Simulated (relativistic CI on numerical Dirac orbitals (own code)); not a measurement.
Method of calculation: Dirac-Coulomb-Breit CI, KLI orbitals optimised for each configuration, model QED (radiative potential, 1s self-energy scaled to tabulated hydrogen-like ionisation energies), unscaled Slater integrals (own radial code, finite nucleus).

CI space (outside the closed core 1s2): 2s²2p⁴, 2s2p⁵, 2p⁶, 2p⁵3s, 2p⁵3p, 2p⁵3d, 2s²2p³3s, 2s²2p³3p, 2s²2p³3d, 2s2p⁴3s, 2s2p⁴3p, 2s2p⁴3d, 2s²2p³4s, 2s²2p³4p, 2s²2p³4d, 2s²2p³4f, 2s2p⁴4s, 2s2p⁴4p, 2s2p⁴4d, 2s2p⁴4f, 2s²2p²3s², 2s²2p²3s3p, 2s²2p³5s, 2s²2p³5p, 2s²2p³5d, 2s²2p³5f, 2s²2p³5g, 2s²2p²3s3d, 2s²2p²3p², 2s²2p²3p3d, 2s2p³3s², 2s²2p²3d², 2s2p³3s3p, 2s2p³3s3d, 2s2p³3p², 2s2p⁴5s. Levels of other configurations are missing.

At this charge energies of transitions that change n are usually good to better than 1 %, and those within a shell (Δn = 0) to a few per cent.

Outline of the computed level scheme of Cd XLI. Lowest level of each configuration: 2s²2p⁴ ³P2 at 0.00 eV; 2s2p⁵ ³P°2 at 420.36 eV; 2p⁶ ¹S0 at 916.45 eV; 2s²2p³3s ³P°2 at 3445.06 eV; 2s²2p³3p ³P1 at 3510.56 eV; 2s²2p³3d ³D°2 at 3639.56 eV.

Some strong electric-dipole decays among the lowest 45 levels: 2s²2p³3d ³D°3 → 2s²2p⁴ ³P2 (2.9e+14 s⁻¹); 2s²2p³3d ³D°2 → 2s²2p⁴ ³P2 (1.3e+14 s⁻¹); 2s²2p³3s ³P°1 → 2s²2p⁴ ¹S0 (1.2e+14 s⁻¹); 2s²2p³3d ³D°1 → 2s²2p⁴ ¹S0 (9.6e+13 s⁻¹); 2s²2p³3d ⁵D°1 → 2s²2p⁴ ³P2 (3.9e+13 s⁻¹); 2s²2p³3s ³D°3 → 2s²2p⁴ ³P2 (3.5e+13 s⁻¹); 2s²2p³3s ¹D°2 → 2s²2p⁴ ¹D2 (2.8e+13 s⁻¹); 2s²2p³3s ³S°1 → 2s²2p⁴ ³P1 (2.7e+13 s⁻¹).

LS names give the leading component of a level, which can be under half, so a name can repeat, a term be missing and a line seem to break the LS rules.
